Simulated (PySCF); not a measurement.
Isomers of C3H10BN, mass 71.091 u with the commonest isotopes. Level of theory: PySCF, PBE0-D3(BJ)/def2-SVP geometry optimisation, gas phase. One conformer each, none proved a minimum here; rigid rotors.

Problem. Order these by radius of gyration √(Σ m r²/M), smallest first.
A. `[BH2:1][NH:2][CH2:3][CH2:4][CH3:5]` with B1–N2–C3–C4 -115°, N2–C3–C4–C5 180°
B. `[BH3-:1][NH2+:2][CH2:3][CH:4]=[CH2:5]` with B1–N2–C3–C4 179°, N2–C3–C4–C5 1°
C. `[CH3:1][CH:2]([CH3:3])[BH:4][NH2:5]` with C1–C2–B4–N5 -122°

Solution. C (1.732 Å), B (1.803 Å), A (1.876 Å).

Problem. Order these by out-of-plane moment Σ m c² = (Ia + Ib − Ic)/2, smallest first.
A. `CNB(C)C`
B. `[CH3:1][CH:2]([CH3:3])[BH:4][NH2:5]` with C1–C2–B4–N5 -122°
C. `[BH2:1][NH:2][CH2:3][CH2:4][CH3:5]` with B1–N2–C3–C4 -115°, N2–C3–C4–C5 180°

Solution. A (4.72 u·Å²), C (13.05 u·Å²), B (13.51 u·Å²).

Problem. Order these by rotational constant A, largest first.
A. `[CH3:1][CH:2]([CH3:3])[BH:4][NH2:5]` with C1–C2–B4–N5 -122°
B. `[CH3:1][CH2:2][B:3]([CH3:4])[NH2:5]` with C1–C2–B3–C4 180°
C. `[BH3-:1][NH2+:2][CH2:3][CH:4]=[CH2:5]` with B1–N2–C3–C4 179°, N2–C3–C4–C5 1°
D. `[BH2:1][NH:2][CH2:3][CH2:4][CH3:5]` with B1–N2–C3–C4 -115°, N2–C3–C4–C5 180°
E. `N(B(C)C)C`

Solution. D (17642 MHz), C (13816 MHz), B (7856 MHz), A (7435 MHz), E (7124 MHz).

```csv
SMILES,point group,Ia (u·Å²),Ib (u·Å²),Ic (u·Å²),κ,μa (D),μb (D),μc (D)
CC(C)BN,near Cs,67.97,158.69,199.63,-0.73,1.63,0.06,1.09
BNCCC,C1,28.65,234.58,237.12,-1.00,1.91,0.86,0.92
CNB(C)C,Cs,70.94,146.10,207.59,-0.56,1.29,0.64,0.00
CCB(C)N,Cs,64.33,157.04,212.00,-0.70,0.11,1.42,0.00
[BH3-][NH2+]CC=C,Cs,36.58,199.53,226.12,-0.95,5.54,0.55,0.02
```
